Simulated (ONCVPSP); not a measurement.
tantalum, ONCV: configuration errors across variants

```json
{"Element": "tantalum (Ta)", "Generator": "ONCVPSP 4.0.1", "Type": "optimised norm-conserving Vanderbilt (ONCV)", "Functional": "PBE", "Relativity": "non-relativistic", "Frozen core": "[Kr] 4d10 4f14", "Valence charge": "13", "Reference configuration": "5s2 5p6 5d3 6s1 6p1", "Partial waves": "5s+6s: rc 2.25 bohr, ncon 4, nbas 8, qcut 5.9 1/bohr, 2 projectors; 5p+6p: rc 2.55 bohr, ncon 4, nbas 8, qcut 6.4 1/bohr, 2 projectors; 5d: rc 2.05 bohr, ncon 4, nbas 8, qcut 3.9 1/bohr, local", "Local potential": "the d channel", "Core correction": "Teter function, fcfact 3.25, rcfact 1.35"}
```

All-electron excitation energies from the reference (eV): (1) 5s2 5p6 5d3 6s2 6p0 -3.168; (2) 5s2 5p6 5d3 6s1 6p0 4.222; (3) 5s2 5p6 5d3 6s0 6p0 17.611.

A true bound ghost makes a file unfit for plane-wave use even where its test errors are small: the radial tests pick states by their node count and pass the ghost by.

Errors AE − PS in meV (a dash: test not solved or not reliable):

```tsv
change	(1)	(2)	(3)	bound ghosts	GHOST(+) flags above zero
base	-0.3	+0.3	+2.8	s	s, p
core correction Teter function, fcfact 3.25, rcfact 0.98	-0.1	+0.3	+3.5	s	s, p
core correction Teter function, fcfact 3.25, rcfact 1.06	-0.1	+0.3	+3.5	s	s, p
core correction Teter function, fcfact 3.25, rcfact 1.26	-0.2	+0.3	+3.2	s	s, p
core correction Teter function, fcfact 3.25, rcfact 1.34	-0.3	+0.3	+2.8	s	s, p
core correction Teter function, fcfact 3.25, rcfact 1.46	-0.5	+0.2	+1.6	s	s, p
core correction Teter function, fcfact 3.25, rcfact 1.76	-2.7	-0.5	-17	s	s, p
core correction Teter function, fcfact 3.25, rcfact 1.94	-5.4	-2.6	-58	s	s, p
core correction Teter function, fcfact 3.25, rcfact 2	-6.5	-3.9	-79	s	s, p
```

**Question.** Give the same row for: core correction Teter function, fcfact 3.25, rcfact 1.66.

**Answer.** -1.6, -0.1, -6.3; bound ghosts: s; GHOST(+) flags above zero: s, p.
